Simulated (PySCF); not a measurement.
Electron correlation in Ir⁵⁹⁺ (iridium, charge +59)

[Ar], closed-shell 1S. Calculation: PySCF 2.14, in an uncontracted even-tempered set (17 s from 16 bohr⁻², ratio 2.5; 12 p from 21 bohr⁻², ratio 2.5; 4 d from 86 bohr⁻², ratio 2.7; 4 f from 130 bohr⁻², ratio 2.7); the spin-free X2C one-electron Hamiltonian (Gaussian nucleus). Frozen: 1s2; 16 electrons correlated; the 20 highest virtual orbitals of each spin left out.

```
  level  correlation energy (mhartree)
   CCSD                        -710.71
    (T)                          -0.66
CCSD(T)                        -711.37
```

Diagnostics: T1 = 0.00015, D1 = 0.0003, largest double amplitude 0.011.

Cost of the coupled-cluster step: roughly 5 core-seconds, for 16 correlated electrons.

At this charge the one-electron X2C treatment keeps the bare 1/r₁₂, with no two-electron picture change or Breit term. The effect here is smaller than on the frozen 1s shell; and a scalar Hamiltonian misses the large spin-orbit splitting of the p shells, which matters for ns² → np² pairs.
